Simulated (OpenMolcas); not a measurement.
## Nb4+: moving the ligands

Nb4+ with 4 ligands (chloride) in tetrahedral coordination (Td) at 2.31 Å. Ligand basis ANO-RCC-VDZP.

| Property | Result |
| --- | --- |
| Program | OpenMolcas |
| Method | CASSCF |
| Basis | ANO-RCC-VTZP [7s6p4d2f1g] |
| Scalar Hamiltonian | DKH2, point nucleus |
| Active space | 1 electron in 5 orbitals (4d) |
| State averaging | 2S+1 = 2 even, 5 roots |
| Spin-orbit coupling | RASSI with atomic mean-field integrals over the reference wave functions |

Runs around this geometry, states (labels of Td). Energies in cm-1 above the lowest state or level, χT in cm3 K/mol; 10Dq is the gap between the two states; 10Dq is negative for this site.

```csv
R (Å),Ground state,First state of that spin,10Dq,First gap with spin-orbit (degeneracies),χT at 300 K
2.24,2E,2T2 10478,-10478,"10460 (4, 4)",0.343
2.31,2E,2T2 9666,-9666,"9630 (4, 4)",0.337
2.42,2E,2T2 8502,-8502,"8447 (4, 4)",0.328
```

Taking |10Dq| as R^-n, n = -ln(8502 / 10478) / ln(2.42 / 2.24) = 2.7 between the shortest and longest distance. The point-charge formula for a cubic d site gives n = 5.

An orbital doublet at a regular site is open to a Jahn-Teller distortion, which this geometry leaves out. With metal d orbitals alone the field can be off either way by tens of per cent. Ligand-to-metal charge-transfer states are missing. The least metal-like active orbital is 67 % on the metal (Löwdin) and no ligand orbital is active, so the numbers are rough (holds for R = 2.24). The least metal-like active orbital is 71 % on the metal (Löwdin) and no ligand orbital is active, so the numbers are rough (holds for R = 2.31). The least metal-like active orbital is 75 % on the metal (Löwdin) and no ligand orbital is active, so the numbers are rough (holds for R = 2.42). No measured value stands beside these numbers; the geometry was imposed, not optimised, and the real ion may take another.
